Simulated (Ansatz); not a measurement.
`[OH][GaH][BH][SiH3]` and `[SiH3][BH][GaH2]` differ in one atom or group.

Ansatz, PBE0-D4/def2-TZVP geometries, multiplicity 1. Each molecule was computed in one conformer, which needn't be the lowest.

Scalar relativity is left out up to krypton.

```json
{"property": "HOMO energy (PBE0/def2-TZVPP) / eV", "`[OH][GaH][BH][SiH3]`": "-7.57"}
{"property": "HOMO energy (PBE/def2-TZVPP) / eV", "`[OH][GaH][BH][SiH3]`": "-6.43"}
{"property": "size of the dipole moment (ωB97M-V/def2-TZVPP) / D", "`[OH][GaH][BH][SiH3]`": "1.36"}
{"property": "HOMO energy (ωB97M-V/def2-TZVPP) / eV", "`[OH][GaH][BH][SiH3]`": "-9.67"}
{"property": "HOMO energy (B3LYP/def2-TZVPP) / eV", "`[OH][GaH][BH][SiH3]`": "-7.38"}
{"property": "LUMO energy (PBE/def2-TZVPP) / eV", "`[OH][GaH][BH][SiH3]`": "-3.79"}
```

(1) What does the change do to each property? (Best estimate.)

Results:

(1) Ansatz gave: 
| property | `[SiH3][BH][GaH2]` | shift |
| --- | --- | --- |
| HOMO energy (PBE0/def2-TZVPP) / eV | -7.42 | 0.15 |
| HOMO energy (PBE/def2-TZVPP) / eV | -6.32 | 0.11 |
| size of the dipole moment (ωB97M-V/def2-TZVPP) / D | 0.56 | -0.80 |
| HOMO energy (ωB97M-V/def2-TZVPP) / eV | -9.50 | 0.17 |
| HOMO energy (B3LYP/def2-TZVPP) / eV | -7.23 | 0.15 |
| LUMO energy (PBE/def2-TZVPP) / eV | -3.62 | 0.17 |

The zero-point energy changes by -20.1 kJ/mol with -3 modes. Dipoles are sizes alone; their direction can turn.

B3LYP here is the variant with VWN-RPA as its local correlation; programs differ in this.
